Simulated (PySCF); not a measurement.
# Telling isomers of C5H14AlN apart by NMR

Isolated molecule, non-relativistic, rapidly exchanging positions averaged, one computed conformer. NMR shieldings at PBE0/pcSseg-1/GIAO; geometry from PBE0-D3(BJ)/def2-SVP; PySCF 2.14.0 with density-fitted response routines.

Scale: ¹H, ¹³C against TMS (reference shieldings calculated alike). Where no couplings were computed, multiplicities follow the n + 1 count of equivalent neighbours, and m marks all less simple cases (inequivalent or close neighbours, rings, F or P nearby). Shifts are as computed. Against solution values, carbons near 30 ppm lie about +2 ppm off and those near 130 ppm about +5 ppm. Of 1211 compounds with measured shifts, 218 miss one by over three times the rms of a fit or turn the order of signals round; such compounds aren't used in these exercises. OH and NH positions are gas-phase values without hydrogen bonding to other molecules.

(1) Tabulate the signals of `CC[CH2][AlH][N](C)C`, `C[N@@H+]([AlH3-])C1CCC1` and their relative energies.

(2) What is the quickest way to tell CC[CH2][AlH][N](C)C from C[N@@H+]([AlH3-])C1CCC1?

## Answers

(1) 
```json
{"SMILES": "CC[CH2][AlH][N](C)C", "carbon types": "2×CH2 3×CH3", "δC": "42.2, 22.7, 20.3, 11.6", "δH": "4.55 (br, 1H), 2.75 (s, 6H), 1.32 (m, 2H), 1.03 (t, 3H), 0.11 (m, 2H)", "E rel. (kcal/mol)": "0.0"}
{"SMILES": "C[N@@H+]([AlH3-])C1CCC1", "carbon types": "1×CH 3×CH2 1×CH3", "δC": "55.1, 33.8, 33.3, 31.3, 15.2", "δH": "3.84 (br, 3H), 2.96 (m, 1H), 2.49 (m, 1H), 2.38 (s, 3H), 2.22 (m, 1H), 1.75 (m, 1H), 1.66 (m, 1H), 1.63 (m, 1H), 1.44 (m, 1H), 0.93 (br s, 1H)", "E rel. (kcal/mol)": "26.2"}
```

Energies are electronic energies at PBE0/pcSseg-1 on these geometries, without zero-point or thermal terms, each for the one conformer computed, which needn't be the lowest.

(2) Count the carbon signals: 4 against 5. The first has a methyl carbon (CH3) at 22.7 ppm, the second an sp3 CH bonded to N at 55.1 ppm. Their most deshielded carbons lie at 42.2 and 55.1 ppm. In the proton spectra the most deshielded non-exchanging signals are 4.55 (br, 1H) and 3.84 (br, 3H).
